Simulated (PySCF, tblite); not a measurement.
Isomers of C5H2F5O (doublet state), one GFN2-xTB conformer each. Single-point energies are computed at B3LYP/pcH-1 (PySCF, gas phase, no added dispersion term), electronic only. GFN2-xTB treats the open shell by occupation alone, and not every SCF solution was tested for stability.

```json
{"SMILES": "O=C[C@@H]([C](F)F)C(F)=C(F)F", "GFN2-xTB relative energy (kJ/mol)": "92.4"}
{"SMILES": "O=C[C](C(F)=C(F)F)C(F)F", "GFN2-xTB relative energy (kJ/mol)": "0.0"}
{"SMILES": "O=[C][C@@H](C(F)=C(F)F)C(F)F", "GFN2-xTB relative energy (kJ/mol)": "69.4"}
```

Conformers: `[O:1]=[CH:2][C@@H:3]([C:4]([F:5])[F:6])[C:7]([F:8])=[C:9]([F:10])[F:11]` (doublet state) with O1–C2–C3–C4 101°, C2–C3–C4–F5 -76°, C2–C3–C7–F8 -57°; `[O:1]=[CH:2][C:3]([C:4]([F:5])=[C:6]([F:7])[F:8])[CH:9]([F:10])[F:11]` (doublet state) with O1–C2–C3–C4 180°, C2–C3–C4–F5 0°, C2–C3–C9–F10 121°; `[O:1]=[C:2][C@@H:3]([C:4]([F:5])=[C:6]([F:7])[F:8])[CH:9]([F:10])[F:11]` (doublet state) with O1–C2–C3–C4 31°, C2–C3–C4–F5 78°, C2–C3–C9–F10 54°.

What does B3LYP/pcH-1 give for the same structures?

```
                      SMILES  B3LYP/pcH-1 E (Eh)  B3LYP/pcH-1 (kJ/mol)  GFN2-xTB (kJ/mol)  point group
     O=C[C](C(F)=C(F)F)C(F)F          -766.11512                   0.0                0.0           Cs
O=[C][C@@H](C(F)=C(F)F)C(F)F          -766.09279                  58.6               69.4           C1
O=C[C@@H]([C](F)F)C(F)=C(F)F          -766.07343                 109.5               92.4           C1
```

Both levels put the same isomer lowest; measured from each level's own lowest isomer, the values differ by up to 17.1 kJ/mol (O=C[C@@H]([C](F)F)C(F)=C(F)F: 92.4 against 109.5). 

What happens when harmonic zero-point energies from GFN2-xTB frequencies are added?

```json
{"SMILES": "O=C[C](C(F)=C(F)F)C(F)F", "ZPE (kJ/mol)": "167.0", "electronic (kJ/mol)": "0.0", "with ZPE (kJ/mol)": "0.0"}
{"SMILES": "O=[C][C@@H](C(F)=C(F)F)C(F)F", "ZPE (kJ/mol)": "166.1", "electronic (kJ/mol)": "58.6", "with ZPE (kJ/mol)": "57.7"}
{"SMILES": "O=C[C@@H]([C](F)F)C(F)=C(F)F", "ZPE (kJ/mol)": "164.9", "electronic (kJ/mol)": "109.5", "with ZPE (kJ/mol)": "107.4"}
```

The zero-point energies span 2.1 kJ/mol. The order is unchanged.
